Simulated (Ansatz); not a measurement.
Mulliken charges of CH4ClGeNO, SMILES `N[C](=O)[GeH2][Cl]` from ωB97M-V/def2-TZVPP in Ansatz (PBE0-D4/def2-TZVP geometry).

```tsv
atom	x (Å)	y (Å)	z (Å)	charge (e)
N1	-0.994	0.855	0.822	-0.192
C2	-0.376	-0.335	0.732	0.172
O3	-0.519	-1.255	1.507	-0.330
Ge4	0.871	-0.596	-0.801	0.256
Cl5	0.886	1.233	-1.977	-0.302
H6	-1.633	1.026	1.583	0.148
H7	-0.826	1.574	0.139	0.154
H8	2.300	-0.829	-0.305	0.048
H9	0.379	-1.720	-1.716	0.048
```

Q: By hand: the dipole of these point charges (1 e Å = 4.8032 D).

A: Σ q r = (0.013, -0.061, 0.021) e Å, of length 0.066 e Å = 0.32 D.

Q: How does the dipole of the full density compare? (Estimate.)

A: Ansatz gave: (-0.100, 0.330, -0.072) e Å, 1.69 D; the point charges give 0.19 times that, at 172° from its direction, so they point the opposite way.

Point charges leave out the atoms' own dipoles, such as those of lone pairs, and Mulliken's split depends on the basis, so the two needn't agree.
